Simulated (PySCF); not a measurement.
H5InN2, SMILES [NH2][InH][NH2]. Coordinates come from a PBE0-D3(BJ)/def2-SVP optimisation. The def2 effective core potentials stand for the cores of In; spin–orbit coupling is left out. One conformer was computed; it need not be the lowest.

Calculation: PBE0-D3(BJ)/def2-SVP in PySCF 2.14.0.

Harmonic wavenumbers (cm⁻¹): 134, 227, 263, 273, 309, 438, 447, 608, 618, 707, 755, 1515, 1528, 1842, 3598, 3599, 3707, 3707. Rotational constants (GHz): 12.87, 5.058, 3.646; symmetry number 1.

**Question.** Work out the zero-point energy and the ideal-gas rigid-rotor harmonic-oscillator thermochemistry at 298.15 K and 1 atm.

**Answer.** ZPE = ½ Σ hcν = ½ × 24274 cm⁻¹ = 34.70 kcal/mol. H − E(el) = 39.32 kcal/mol. Entropy in cal/(mol K): translation 40.88, rotation 24.72, vibration 12.44, total 78.05. G − E(el) = 16.05 kcal/mol. Cp = 23.26 cal/(mol K). Modes under 150 cm⁻¹ make the vibrational entropy uncertain.
